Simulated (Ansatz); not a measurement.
Consider the ligand exchange at the Si–C bond: `CC[SiH](Cl)Cl` + `N[SiH3]` → `[SiH3]N[SiH](Cl)Cl` + ethane.

Program: Ansatz. Geometries: PBE0-D4/def2-TZVP. ΔE: electronic, gas phase. CBS: MP2 limit from def2 TZ/QZ plus the TZ coupled-cluster correction, frozen cores. This one scheme is used for every species. DFT in def2-TZVPP. HSE06 is defined as in plane-wave codes. Each species was taken in one conformer, which may not be the lowest.

Question: Is it downhill or uphill in electronic energy at CCSD(T)/CBS, and by how much? (Best estimate.)

Answer: Ansatz gave: Downhill: ΔE = -72.9 kJ/mol.

Question: What do these levels give: PBE0-D4, r2SCAN0-D4, HSE06-D4, CCSD(T)/def2-SVP, MP2/def2-TZVPP, MP2/CBS(def2)? (An estimate is asked.)

Answer: Computed: PBE0-D4 -68.8, r2SCAN0-D4 -73.0, HSE06-D4 -68.8, CCSD(T)/def2-SVP -75.8, MP2/def2-TZVPP -74.0, MP2/CBS(def2) -73.4 kJ/mol.

Largest T1 diagnostic among the species: 0.010.

From BLYP to BHLYP (50 % exact exchange), in def2-TZVPP and without D4, ΔE moves by −5.8 kJ/mol. Leaving LDA and LC-ωPBE aside and taking each functional with its dispersion term where it has one, the values, not all of them listed here, spread over 13.1 kJ/mol, from BHLYP-D4 to PBE-D4. In def2-TZVPP, CCSD(T) changes the Hartree–Fock value by +9.0 kJ/mol (the triples alone add +0.9 kJ/mol) and MP2 by +8.4 kJ/mol.
